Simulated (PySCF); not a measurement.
Compound: CH8ClO2Si3 (doublet state).
Z-matrix (Å and degrees, GFN2-xTB geometry), rows numbered from 1:
```
Si
O   1  1.6217
C   2  1.4061  1  128.41
Si  3  1.9143  2  106.17  1  -170.73
O   4  1.6315  3  106.63  2    43.66
Si  5  1.6175  4  149.00  3    -0.95
Cl  6  2.0074  5  109.53  4    49.76
H   1  1.4650  2  111.39  3    60.84
H   1  1.4675  2  110.42  3   -59.29
H   1  1.4541  2   98.72  3  -178.65
H   3  1.0978  2  109.65  1   -51.94
H   3  1.0938  2  110.06  1    65.60
H   4  1.4621  3  114.10  2   158.12
H   6  1.4543  5  102.61  4   165.96
H   6  1.4519  5  109.59  4   -69.69
```

The hyperfine couplings belong to this conformer and change with its torsions.

As a line formula: `[SiH3]OC[SiH]O[SiH2]Cl` [radical].

Computed with PySCF 2.14.0, UKS B3LYP, pcH-1 on C Cl H O Si, non-relativistic, mean-field spin-orbit, GIAO. Geometry: GFN2-xTB, one conformer, isolated molecule. Couplings are sensitive to structure, and on GFN2-xTB geometries they can be far from those on DFT ones, by a factor of two or more for some ions and for spin on atoms past the first row. The SCF solution wasn't tested for stability.

(1) Where do the isotropic ENDOR lines of H13, H11/H12 and Cl7 fall at 332.4 mT, to first order?

(2) Which pairs are centred on the nuclear Larmor frequency, and which on half the coupling?

(3) At what field would the lower line of H11/H12 fall to zero frequency?

Answers

(1) For S = 1/2 in fast tumbling each set of equivalent nuclei gives two lines, ν± = |νn ± a/2| to first order, with νn = g_N μN B/h and μN/h = 7.62259 MHz/T.

```json
{"nuclei": "H13", "isotope": "1H", "g_N": "5.5857", "νn (MHz)": "14.15", "a_iso (MHz)": "124.79", "lower line (MHz)": "48.24", "upper line (MHz)": "76.55"}
{"nuclei": "H11/H12", "isotope": "1H", "g_N": "5.5857", "νn (MHz)": "14.15", "a_iso (MHz)": "23.12", "lower line (MHz)": "2.59", "upper line (MHz)": "25.71"}
{"nuclei": "Cl7", "isotope": "35Cl", "g_N": "0.5479", "νn (MHz)": "1.39", "a_iso (MHz)": "1.70", "lower line (MHz)": "0.54", "upper line (MHz)": "2.24"}
```

(2) Centred on νn, since |a| < 2νn: H11/H12 and Cl7. Centred on |a|/2 and split by 2νn: H13.

(3) Where νn = |a|/2, that is B = 11.56 MHz/(5.5857 × 7.62259 MHz/T) = 272 mT, as far as first order holds there.

Means are taken over nuclei equivalent by connectivity, which assumes that they swap fast. The 1H value of +23.1 MHz is a mean of couplings from -1.1 to 47.4 MHz in this one geometry, not an average over conformers.

Main isotope only: 35Cl (natural samples also hold 24 % 37Cl, magnetic too, which adds its own pattern).
